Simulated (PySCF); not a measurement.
B3LYP has the VWN-RPA correlation part, as in Gaussian. Excitations are Tamm–Dancoff values on a coarser integration grid. The basis has no diffuse functions, so Rydberg states are missing or too high.

Cartesian coordinates (Å):
```xyz
8

C      0.0836    -0.7354    -0.0878
C     -1.1114     0.0071     0.0395
N     -0.9825     1.3065     0.1850
S      0.6078     1.6885     0.1737
C      1.1625     0.1024    -0.0286
H      0.1384    -1.8075    -0.2134
H     -2.1098    -0.4158     0.0253
H      2.2115    -0.1459    -0.0937
```
Charge 0, multiplicity 1.

Task: Predict the brightest of the four lowest singlets (TDA), T1 excitation (TDA), adiabatic ionisation energy (no zero-point term), HOMO–LUMO gap and S1 oscillator strength from B3LYP-D3(BJ)/def2-TZVP // PBE0-D4/def2-TZVP run with PySCF.

Result: 
```
Property                                           Result
------------------------------------------------  -------
brightest of the four lowest singlets (TDA)       5.91 eV
T1 excitation (TDA)                               4.22 eV
adiabatic ionisation energy (no zero-point term)  9.58 eV
HOMO–LUMO gap                                     6.20 eV
S1 oscillator strength                              0.003
```
